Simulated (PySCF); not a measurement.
C4H9F. Atoms are numbered in the order given.

```xyz
14

C      1.2670     0.7315    -0.4374
C      0.0000     0.0000     0.0029
C      0.0000    -1.4630    -0.4374
C     -1.2670     0.7315    -0.4374
F      0.0000     0.0000     1.4185
H      1.3389     0.7730    -1.5426
H      1.2669     1.7683    -0.0471
H      2.1649     0.2130    -0.0471
H      0.0000    -1.5460    -1.5426
H     -0.8980    -1.9813    -0.0471
H      0.8980    -1.9813    -0.0471
H     -1.2669     1.7683    -0.0471
H     -1.3389     0.7730    -1.5426
H     -2.1649     0.2130    -0.0471
```

Coordinates come from a PBE-D3(BJ)/def2-SVP optimisation.

The numbers are results of CAM-B3LYP/def2-TZVP (PySCF), not measurements.

The total energy is -257.68402 hartree and the point group is C3v. The highest occupied level is -10.60 eV and the lowest empty level is 1.73 eV. The orbital gap comes out as 12.34 eV and the dipole moment is 0.410 e·Å. The quadrupole, principal values (traceless, Buckingham form, about the centre of nuclear charge) comes out as -3.39, 1.70, 1.70 D·Å and the mean static polarisability is 51.4 bohr³ (7.62 Å³). The polarisability, principal values is 48.4, 53.0, 53.0 bohr³.
